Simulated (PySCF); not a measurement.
# Functional dependence of a UV spectrum

Compound: C3H11AlS2.
Atom-mapped SMILES: `[CH3:1][S:2][AlH2-:3][S+:4]([CH3:5])[CH3:6]` (hydrogens: H7, H8, H9 on C1; H10, H11 on Al3; H12, H13, H14 on C5; H15, H16, H17 on C6)

Cartesian coordinates in Å at the PBE0-D3(BJ)/def2-SVP level; atoms count from 1:
```
atom  x, y, z in Å
C1     2.372    0.280   -1.120
S2     1.648   -1.004   -0.038
Al3    0.954    0.204    1.714
S4    -1.465    0.383    1.185
C5    -1.413    0.897   -0.544
C6    -1.856   -1.369    0.990
H7     3.393    0.524   -0.796
H8     1.778    1.205   -1.129
H9     2.415   -0.123   -2.141
H10    1.360    1.748    1.653
H11    0.790   -0.629    3.064
H12   -1.074    1.942   -0.561
H13   -2.419    0.830   -0.981
H14   -0.698    0.259   -1.085
H15   -2.867   -1.476    0.573
H16   -1.104   -1.841    0.341
H17   -1.820   -1.817    1.992
```

Linear-response calculations in the def2-SVPD basis (PySCF; singlets by full response, triplets Tamm–Dancoff, core orbitals frozen in the response; HF means time-dependent Hartree–Fock). 'Strongest' is the level of largest summed f among the singlets computed (10 roots, of which the last may lack a degenerate partner); it can jump between rows when another state enters that window. S1 is the lowest singlet of each run and needn't be the same state throughout; f(S1) is that of one state. The structure is a single PBE0-D3(BJ)/def2-SVP conformer in the gas phase; no vibrational or solvent corrections.

| functional | kind | S1 (eV) | f(S1) | strongest (eV) | T1 (eV) | HOMO (eV) | gap (eV) | ionisation energy, ΔSCF (eV) |
| --- | --- | --- | --- | --- | --- | --- | --- | --- |
| LDA | LDA | 4.31 | 0.000 | 5.77 | 4.27 | -5.38 | 4.29 | 8.29 |
| PBE | GGA | 4.32 | 0.000 | 4.90 | 4.28 | -5.27 | 4.31 | 8.15 |
| B3LYP | global hybrid, 20% exact exchange | 5.07 | 0.001 | 6.33 | 4.91 | -6.17 | 5.85 | 8.34 |
| BHandHLYP | global hybrid, 50% exact exchange | 5.76 | 0.003 | 7.06 | 5.29 | -7.42 | 8.01 | 8.29 |
| CAM-B3LYP | range-separated hybrid | 5.60 | 0.003 | 6.88 | 5.16 | -7.68 | 8.42 | 8.42 |
| wB97X-D | range-separated hybrid | 5.73 | 0.003 | 7.03 | 5.31 | -8.22 | 9.83 | 8.45 |
| LC-wPBE | range-separated hybrid | 5.97 | 0.001 | 7.55 | 5.37 | -9.06 | 10.75 | 8.50 |
| HF | Hartree–Fock | 6.31 | 0.002 | 7.81 | 5.62 | -9.06 | 10.92 | not settled |

Problem. What does PBE0 (global hybrid, 25% exact exchange) give?

Solution. S1 (eV) 5.34, f(S1) 0.002, strongest (eV) 6.53, T1 (eV) 5.03, HOMO (eV) -6.41, gap (eV) 6.34, ionisation energy, ΔSCF (eV) 8.34. S1 runs from 4.31 eV (LDA) to 6.31 eV (HF), a spread of 2.00 eV, while the orbital gap spreads over 6.6 eV. Along PBE (0%), B3LYP (20%), PBE0 (25%), BHandHLYP (50%), HF (100%) S1 rises with the share of exact exchange. −ε(HOMO) comes closest to its own ΔSCF ionisation energy with wB97X-D (-0.23 eV) and misses most with LDA (-2.90 eV). 'Not settled' means that the ion's SCF failed to converge or may have ended in another state than the lowest.
